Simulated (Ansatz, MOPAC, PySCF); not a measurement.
Complex: HF (SMILES F) (first 2 atoms) with HCl (SMILES Cl); geometry from B3LYP-D3(BJ)/def2-TZVP, rigid monomers moved along the line of their centres of mass till H2···Cl3 is 2.06 Å.
(charge 0, multiplicity 1):
```
atom    x (Å)    y (Å)    z (Å)
----  -------  -------  -------
F     -0.0125  -0.0839  -0.1391
H      0.1544   0.1338   0.7509
Cl    -0.0217   0.4414   2.7818
H     -1.2363   0.0240   2.7630
```

Monomers are frozen at their geometry in the pair; levels with a basis set take the counterpoise correction. Rows marked so take none.

Cores are frozen in the correlated methods. CBS(a, b) extrapolates the correlation energy as X⁻³ and adds the Hartree–Fock energy of set b. Rows in 3-21G, 6-311+G**, 6-31G* carry no dispersion term and start afresh at each structure (6-31G* with six Cartesian d functions). The state that PM3, PM7 reach isn't checked; PM7 holds dispersion and hydrogen-bond terms.

Codes used: Ansatz (an electronic-structure program); MOPAC for PM3, PM7 (differences of heats of formation); PySCF for 3-21G rows, 6-311+G** rows, 6-31G* rows, the dispersion terms. Values without a source in brackets are computed.

Other levels give for the interaction energy: PBE/def2-TZVPPD -11.9; B3LYP/def2-TZVPPD -7.9; B3LYP-D3(BJ)/def2-TZVPPD -11.2; wB97M-V/def2-TZVPPD -9.5; CCSD(T)/CBS(aug-cc-pV(T+d)Z, aug-cc-pV(Q+d)Z) -9.2 kJ/mol.

Common cheap choices:

```csv
level,interaction energy (kJ/mol),"less -9.2 (CCSD(T)/CBS(aug-cc-pV(T+d)Z, aug-cc-pV(Q+d)Z))"
PM3,-7.7,1.5
PM7,5.1,14.3
HF/3-21G (no counterpoise),2.1,11.3
HF/6-31G*,6.7,15.9
BP86/6-31G* (no counterpoise),-4.4,4.8
B3LYP/3-21G (no counterpoise),-8.0,1.2
B3LYP/6-311+G** (no counterpoise),-7.5,1.8
M06-2X/6-31G* (no counterpoise),-6.6,2.6
```
